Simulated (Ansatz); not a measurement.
`CC1=C[SiH]1F` + H₂ → `F[SiH]1C=C1` + CH₄  (hydrogenolysis of a C–C bond)

Calculated with Ansatz (gas phase, PBE0-D4/def2-TZVP geometries, no zero-point term in ΔE). CBS: MP2 limit from def2 TZ/QZ plus the TZ coupled-cluster correction, frozen cores. This one scheme is used for every species. Functionals use def2-TZVPP.

| level | ΔE (kJ/mol) |
| --- | --- |
| r2SCAN0-D4 | -47.3 |
| PBE-QIDH | -47.4 |
| HF/def2-TZVPP | -65.8 |
| CCSD/def2-TZVPP | -53.1 |

Q: What does CCSD(T)/CBS give? (Estimate.)

A: Computed: -48.1 kJ/mol. The listed levels differ from it by 0.8, 0.7, -17.7, -5.0 kJ/mol.

Largest T1 diagnostic among the species: 0.012.

In def2-TZVPP, CCSD(T) changes the Hartree–Fock value by +16.6 kJ/mol (the triples alone add +3.8 kJ/mol) and MP2 by +21.9 kJ/mol. The D4 term adds +7.8 kJ/mol with B3LYP and +4.4 kJ/mol with PBE0; it sums over pairs of atoms, weighted by their polarisabilities, and B3LYP, whose exchange is more repulsive, gets the larger term. Leaving LDA and LC-ωPBE aside and taking each functional with its dispersion term where it has one, the values, not all of them listed here, spread over 15.2 kJ/mol, from BHLYP-D4 to revPBE-D4. LDA lies +8.6 kJ/mol from PBE without D4.

B3LYP here is the variant with VWN-RPA as its local correlation; programs differ in this.
